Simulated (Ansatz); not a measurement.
`C[SiH2]BO` + `F[SiH]([AlH2])[GeH3]` → `OB[SiH](F)[AlH2]` + `C[SiH2][GeH3]`  (redistribution)

Computed with Ansatz on PBE0-D4/def2-TZVP structures; ΔE is electronic, products minus reactants. CCSD(T)/CBS adds triple-zeta CCSD(T) − MP2 to the extrapolated MP2 energy (def2 sets, frozen cores). DFT in def2-TZVPP. HSE06 is defined as in plane-wave codes. For Ge outer-core shells are correlated without core-valence functions, which leaves a few kJ/mol of doubt a bond. Scalar relativity is left out up to krypton. One conformer a species, not always the lowest.

`C[SiH2]BO`:

```xyz
11

C     0.382   -0.939   -1.360
Si   -0.566    0.466   -0.555
B    -0.159    0.704    1.416
O     0.721   -0.139    2.005
H     1.458   -0.772   -1.279
H     0.154   -1.887   -0.867
H     0.129   -1.035   -2.418
H    -0.269    1.751   -1.259
H    -2.036    0.245   -0.710
H    -0.673    1.567    2.085
H     0.859    0.038    2.941
```

`F[SiH]([AlH2])[GeH3]`:

Z-matrix (Å, degrees):
```
Si
Al 1 2.461
Ge 1 2.392 2 112.3
F 1 1.618 2 111.9 3 -122.1
H 1 1.495 2 111.2 3 118.7
H 2 1.589 1 117.6 3 -61.1
H 2 1.586 1 122.1 3 117.0
H 3 1.538 1 111.9 2 -178.3
H 3 1.539 1 111.2 2 -56.8
H 3 1.540 1 108.6 2 61.7
```

`OB[SiH](F)[AlH2]`:

Cartesian coordinates in Å:
```
O 0.391 1.879 1.033
B -0.605 0.966 1.084
Si -0.817 -0.265 -0.512
F -2.043 -1.290 -0.240
Al 1.254 -1.482 -1.069
H 0.448 2.440 1.812
H -1.304 0.895 2.063
H -1.215 0.569 -1.691
H 2.508 -0.656 -1.590
H 1.384 -3.056 -0.890
```

`C[SiH2][GeH3]`:

```xyz
11

C    -1.263   -0.506   -1.103
Si    0.480    0.080   -0.734
Ge    0.804    0.410    1.600
H    -1.400   -0.654   -2.177
H    -1.998    0.225   -0.763
H    -1.468   -1.454   -0.600
H     0.753    1.363   -1.439
H     1.474   -0.920   -1.217
H     0.563   -0.898    2.377
H    -0.179    1.463    2.146
H     2.233    0.889    1.911
```

Task: Is it downhill or uphill in electronic energy at CCSD(T)/CBS, and by how much? (Estimate.)

Result: Ansatz gave: Downhill: ΔE = -4.1 kJ/mol.

Task: What do these levels give: BLYP-D4, B97M-V, r2SCANh-D4, HSE06-D4, ωB97M-V, BHLYP, LC-ωPBE, HF/def2-TZVPP, MP2/def2-QZVPP, SCS-MP2/def2-QZVPP, MP2/CBS(def2), CCSD/CBS(def2)? (Best estimate.)

Result: Ansatz gave: BLYP-D4 -4.5, B97M-V -5.8, r2SCANh-D4 -5.4, HSE06-D4 -5.1, ωB97M-V -4.1, BHLYP -4.7, LC-ωPBE -4.8, HF/def2-TZVPP -4.9, MP2/def2-QZVPP -4.5, SCS-MP2/def2-QZVPP -4.2, MP2/CBS(def2) -4.4, CCSD/CBS(def2) -4.2 kJ/mol.

Largest T1 diagnostic among the species: 0.014.

Leaving LDA and LC-ωPBE aside and taking each functional with its dispersion term where it has one, the values spread over 1.7 kJ/mol, from B97M-V to ωB97M-V.
